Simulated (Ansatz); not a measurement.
Born–Oppenheimer molecular dynamics of CH5AlClN (9 atoms, charge 0, multiplicity 1). It starts from a rough guess of a transition structure, not a stationary point.

Theory: UKS PBE/STO-3G in Ansatz 0.2.0.

* ensemble: NVE (velocity Verlet)
* time step: 0.5 fs
* steps asked: 150
* starting velocities drawn for: 1000 K
* seed: 408304

First frame:

```xyz
9
Properties=species:S:1:pos:R:3
Al -0.589 -1.471 0.490
H -1.499 -1.072 -1.247
N -0.014 0.062 -0.083
C 0.800 1.245 0.037
H -0.884 -0.332 -1.029
Cl -0.866 -3.130 1.633
H 0.173 2.143 0.010
H 1.355 1.255 0.974
H 1.524 1.300 -0.784
```

How far do the bonds stretch over the last three quarters of this one trajectory? (Pairs bonded in most of those frames.)


```json
{"bond": "Al1–H2", "mean (Å)": "1.591", "spread (Å)": "0.184", "shortest": "1.28", "longest": "1.88"}
{"bond": "Al1–N3", "mean (Å)": "1.827", "spread (Å)": "0.118", "shortest": "1.58", "longest": "1.99"}
{"bond": "Al1–Cl6", "mean (Å)": "2.188", "spread (Å)": "0.146", "shortest": "1.86", "longest": "2.35"}
{"bond": "N3–C4", "mean (Å)": "1.539", "spread (Å)": "0.099", "shortest": "1.38", "longest": "1.72"}
{"bond": "N3–H5", "mean (Å)": "1.105", "spread (Å)": "0.112", "shortest": "0.92", "longest": "1.26"}
{"bond": "C4–H7", "mean (Å)": "1.123", "spread (Å)": "0.026", "shortest": "1.06", "longest": "1.18"}
{"bond": "C4–H8", "mean (Å)": "1.114", "spread (Å)": "0.016", "shortest": "1.08", "longest": "1.14"}
{"bond": "C4–H9", "mean (Å)": "1.127", "spread (Å)": "0.063", "shortest": "1.03", "longest": "1.23"}
```

Mean temperature of the second half: 3138 K. The conserved energy stayed within 1.5 meV per atom of its start (net change -0.12 meV per atom), so the integration is sound. The system heated up, since it started high on the potential surface and ran downhill. A run of 0.075 ps of so small a system gives no equilibrium averages. The orbitals stay closed-shell, which can raise the energy where a bond breaks towards radicals; this wasn't checked here. Limits of this set-up: minimal basis.

The run took 5.7 min on 1 thread of Arm Neoverse V1 (shared host), peak memory 0.11 GiB.
